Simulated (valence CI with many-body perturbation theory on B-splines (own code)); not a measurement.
Which ion has this spectrum?

A relativistic CI+MBPT calculation for an atom or ion with 5 electrons gives these levels (× 10³ cm⁻¹):

| J | Parity | E | g |
| --- | --- | --- | --- |
| 1/2 | odd | 0.00 | 0.65 |
| 1/2 | even | 997.11 | 2.31 |
| 3/2 | odd | 1302.0 | 1.32 |
| 3/2 | even | 2008.2 | 1.68 |
| 5/2 | even | 2214.7 | 1.39 |
| 3/2 | even | 2547.3 | 0.94 |
| 1/2 | even | 2577.3 | 1.16 |
| 5/2 | even | 3461.0 | 1.38 |
| 3/2 | odd | 3652.7 | 1.41 |
| 1/2 | even | 3939.0 | 1.83 |
| 3/2 | even | 3948.3 | 1.21 |
| 3/2 | odd | 4761.4 | 1.41 |
| 5/2 | odd | 4896.0 | 1.19 |
| 1/2 | odd | 5148.7 | 0.65 |

The energies are calculated, and their last digits are not significant.

**Question.** Which is it?
A. Cd43+
B. Rh40+
C. Mo37+
D. Tc38+

**Answer.** B. Rh40+, ground level (2s^2 2p1/2) J=1/2.
